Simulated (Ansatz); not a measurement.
Relaxation of Cl2F4HTa (8 atoms, charge 0, multiplicity 1), to a largest force component of 0.03 eV/Å in at most 50 steps.

All numbers below come from Ansatz, RKS PBE-D4/def2-SVP.

```xyz
8
Properties=species:S:1:pos:R:3
Ta -0.375 -0.489 -0.164
F 2.643 0.290 -0.307
F 0.419 -0.456 1.530
F 0.034 0.166 -1.870
F -1.069 1.223 0.224
Cl -2.380 -1.568 -0.121
Cl 0.995 -2.440 -0.689
H 2.785 -0.605 -0.534
```

Where does it end, and by what steps?

The run converged. After 10 steps the energy has fallen by 0.356 eV; F2 moved furthest, 0.62 Å. Joined: Ta1–F2 (3.12 → 2.37 Å).

| step | energy less start (eV) | largest force component (eV/Å) | accepted |
| --- | --- | --- | --- |
| 0 | 0.0000 | 0.730 | yes |
| 1 | -0.0995 | 0.461 | yes |
| 2 | -0.2040 | 0.677 | yes |
| 3 | -0.2469 | 0.837 | yes |
| 4 | -0.3086 | 0.401 | yes |
| 5 | -0.3389 | 0.688 | yes |
| 6 | -0.3523 | 0.311 | yes |
| 7 | -0.3553 | 0.100 | yes |
| 8 | -0.3562 | 0.041 | yes |
| 9 | -0.3562 | 0.050 | yes |
| 10 | -0.3563 | 0.021 | yes |

```xyz
8
Properties=species:S:1:pos:R:3
Ta -0.182 -0.494 -0.181
F 2.030 0.348 -0.268
F 0.323 -0.726 1.628
F -0.078 -0.049 -2.017
F -0.479 1.322 0.189
Cl -2.254 -1.433 -0.127
Cl 1.265 -2.343 -0.684
H 2.427 -0.504 -0.471
```

Whether the end is a true minimum wasn't checked by a vibrational analysis.

Run time: 26 s on 4 threads of Arm Neoverse V1, with other jobs on the host, peak memory 0.2 GiB.
